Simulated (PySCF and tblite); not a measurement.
C₅H₇NSSi, numbered as in [N:1]#[C:2][Si@@H:3]1[CH:4]=[CH:5][CH2:6][CH2:7][S:8]1.

Search: ETKDG and KDG, MMFF94s, GFN2-xTB, 150 starts; geometries at GFN2-xTB. Free energies are PBE0-D3(BJ)/def2-SVP single points with GFN2-xTB rigid-rotor and vibrational terms (modes under about 100 cm⁻¹ blended into free rotors). Symmetry numbers and mirror images are counted. Conformers within 2.5 kcal/mol (GFN2-xTB free energy) were kept, 4 at most. GIAO shieldings: wB97X-D/pcSseg-1. Shifts are against TMS (¹H), TMS (¹³C), TMS (²⁹Si), NH3 (¹⁵N) at the same level; of two unlike H on one atom, a is the less shielded. Codes: tblite and PySCF.

Task: Predict the averaged NMR shifts at 298.15 K.

Result: ¹H: 7.37 (H5, 1H), 5.82 (H4, 1H), 4.98 (H3, 1H), 2.77 (H7a, 1H), 2.63 (H7b, 1H), 2.45 (H6a, 1H), 2.43 (H6b, 1H) ppm. ¹³C: 164.8 (C5), 125.1 (C2), 120.7 (C4), 33.5 (C6), 26.5 (C7) ppm. ²⁹Si: -49.4 (Si3) ppm. ¹⁵N: 358.3 (N1) ppm.

Task: How do the conformers differ?

Result: The 6-ring runs over atoms 3–4–5–6–7–8.
```tsv
conformer	shape	weight %
1	6-ring half-chair (ring torsions 2, 28, -69, 65, -32, 5°)	85.7
2	6-ring half-chair (ring torsions -2, -27, 69, -66, 34, -6°)	14.3
```

```
signal      1      2  average
    H3   4.91   5.41     4.98
    H4   5.82   5.81     5.82
    H5   7.37   7.36     7.37
   H6a   2.43   2.54     2.45
   H6b   2.44   2.37     2.43
   H7a   2.80   2.60     2.77
   H7b   2.65   2.50     2.63
    C2  125.2  124.1    125.1
    C4  120.7  121.1    120.7
    C5  164.8  164.9    164.8
    C6   33.5   33.6     33.5
    C7   26.5   26.6     26.5
   Si3  -49.6  -48.3    -49.4
    N1  357.9  360.8    358.3
```

Task: Which signal moves most, for its nucleus, between 250 and 350 K through the change of populations alone?

Result: H3: 4.96 ppm at 250 K, 4.98 ppm at 298.15 K, 5.00 ppm at 350 K.

Unscaled ²⁹Si and ¹⁵N shifts at such levels can be off by tens of ppm; differences between conformers or isomers are more reliable. Shifts are unscaled: against experiment ¹³C can be off by 15 ppm or more and ¹H by 0.8 ppm.


¹⁵N shifts are against a computed isolated NH3 molecule, about 20 ppm from the liquid.

Conformer gaps in def2-SVP on xTB geometries can be 2 kcal/mol too large for S=O, P=O and other polar bonds.